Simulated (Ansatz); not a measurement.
`N=[C](F)[Zn][F]` and `[CH3][GaH][C](=N)F` differ in one atom or group.

Ansatz, PBE0-D4/def2-TZVP geometries, multiplicity 1. Each molecule was computed in one conformer, which needn't be the lowest.

Scalar relativity is left out up to krypton.

```
                                        property  `N=[C](F)[Zn][F]`
size of the dipole moment (B3LYP/def2-TZVPP) / D               1.17
           HOMO–LUMO gap (B3LYP/def2-TZVPP) / eV               6.37
  size of the dipole moment (PBE/def2-TZVPP) / D               1.10
  zero-point energy (PBE0-D4/def2-TZVP) / kJ/mol               65.9
           LUMO energy (ωB97M-V/def2-TZVPP) / eV               0.27
               LUMO energy (PBE/def2-TZVPP) / eV              -2.40
```

Question: Give the same properties after the change, and the shifts. (Estimate.)

Answer: Computed: 
```csv
property,`[CH3][GaH][C](=N)F`,shift
size of the dipole moment (B3LYP/def2-TZVPP) / D,1.17,0.00
HOMO–LUMO gap (B3LYP/def2-TZVPP) / eV,5.87,-0.50
size of the dipole moment (PBE/def2-TZVPP) / D,1.07,-0.03
zero-point energy (PBE0-D4/def2-TZVP) / kJ/mol,170.8,104.9
LUMO energy (ωB97M-V/def2-TZVPP) / eV,0.07,-0.20
LUMO energy (PBE/def2-TZVPP) / eV,-2.51,-0.11
```

With PBE0 the HOMO rises by 0.26 eV and the LUMO falls by 0.20 eV, so the gap narrows by about 0.46 eV. PBE moves the HOMO by 0.33 eV and ωB97M-V by 0.28 eV. The zero-point energy changes by 104.9 kJ/mol with +12 modes. Dipoles are sizes alone; their direction can turn.

Positive LUMOs are unbound, so they and the gaps depend on the basis.

B3LYP here is the variant with VWN-RPA as its local correlation; programs differ in this.
